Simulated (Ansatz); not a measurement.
`[SiH3]C[O][SnH3]` + `C=C=CCl` → `C=C=C([SiH3])Cl` + `C[O][SnH3]`  (formal exchange of groups at the Si–C bond)

Calculated with Ansatz (gas phase, PBE0-D4/def2-TZVP geometries, no zero-point term in ΔE). CBS: MP2 limit from def2 TZ/QZ plus the TZ coupled-cluster correction, frozen cores. Elements past krypton have def2 core potentials. For Sn outer-core shells are correlated without core-valence functions, which leaves a few kJ/mol of doubt a bond. Each species was taken in one conformer, which may not be the lowest.

```tsv
species	CCSD(T)/CBS(def2) energy (Eh)
`[SiH3]C[O][SnH3]`	-621.10763
`C=C=CCl`	-575.66547
`C=C=C([SiH3])Cl`	-865.95064
`C[O][SnH3]`	-330.83288
```

(1) Work out ΔE.

Largest T1 diagnostic among the species: 0.014.

## Answers

(1) ΔE = (-865.95064) + (-330.83288) − (-621.10763) − (-575.66547) = -0.01042 Eh = -6.5 kcal/mol.
